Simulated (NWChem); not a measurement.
Species: ZnH, doublet; SMILES [ZnH]

```xyz
2

Zn     0.0000     0.0000     0.0527
H      0.0000     0.0000    -1.5812
```
Atoms are numbered in this order, from 1.

Results from NWChem. Pople sets run with spherical d functions. Spin-unrestricted. Medium grid unless said otherwise, to which SCAN and Minnesota functionals are sensitive. Coordinates come from a PBE0/def2-SVP, spin-unrestricted optimisation. The spin multiplicity was typed, not searched, and may not be the lowest. No stability test was run on the SCF state. B3LYP is NWChem's, with the RPA form of VWN correlation. Total energies of different functionals are on different scales.

```json
[
 {"level": "B3LYP/6-31G*", "energy (Ha)": "-1779.6329", "highest occupied level (eV)": "-5.04", "lowest empty minus highest occupied level, either spin (eV)": "2.45", "dipole (D)": "0.55", "<S²>": "0.755"},
 {"level": "PBE/6-31G*", "energy (Ha)": "-1779.2975", "highest occupied level (eV)": "-4.28", "lowest empty minus highest occupied level, either spin (eV)": "1.25", "dipole (D)": "0.44", "<S²>": "0.753"},
 {"level": "CAM-B3LYP/6-31G*", "energy (Ha)": "-1779.6873", "highest occupied level (eV)": "-6.39", "lowest empty minus highest occupied level, either spin (eV)": "4.95", "dipole (D)": "0.59", "<S²>": "0.757"},
 {"level": "TPSSh/6-31G*", "energy (Ha)": "-1779.5659", "highest occupied level (eV)": "-4.74", "lowest empty minus highest occupied level, either spin (eV)": "1.81", "dipole (D)": "0.60", "<S²>": "0.755"},
 {"level": "M05-2X/6-31G*", "energy (Ha)": "-1779.5052", "highest occupied level (eV)": "-5.99", "lowest empty minus highest occupied level, either spin (eV)": "2.93", "dipole (D)": "0.27", "<S²>": "0.754"},
 {"level": "BLYP/6-31G*", "energy (Ha)": "-1779.6523", "highest occupied level (eV)": "[?]", "lowest empty minus highest occupied level, either spin (eV)": "[?]", "dipole (D)": "0.44", "<S²>": "0.754"},
 {"level": "LC-wPBE (HJS exchange hole, range parameter 0.4 per bohr)/6-31G*", "energy (Ha)": "-1779.3405", "highest occupied level (eV)": "-7.62", "lowest empty minus highest occupied level, either spin (eV)": "7.57", "dipole (D)": "0.74", "<S²>": "0.758"},
 {"level": "N12/6-31G*", "energy (Ha)": "-1780.4511", "highest occupied level (eV)": "-3.91", "lowest empty minus highest occupied level, either spin (eV)": "1.61", "dipole (D)": "0.67", "<S²>": "0.755"},
 {"level": "KT2/6-31G*", "energy (Ha)": "-1787.3465", "highest occupied level (eV)": "-4.40", "lowest empty minus highest occupied level, either spin (eV)": "1.63", "dipole (D)": "0.48", "<S²>": "0.755"},
 {"level": "SCAN/6-31G*", "energy (Ha)": "-1779.7116", "highest occupied level (eV)": "-4.64", "lowest empty minus highest occupied level, either spin (eV)": "2.07", "dipole (D)": "0.59", "<S²>": "0.759"}
]
```

Task: Fill in the missing entries.

Result: 
- BLYP/6-31G*, highest occupied level (eV): -4.16
- BLYP/6-31G*, lowest empty minus highest occupied level, either spin (eV): 1.07
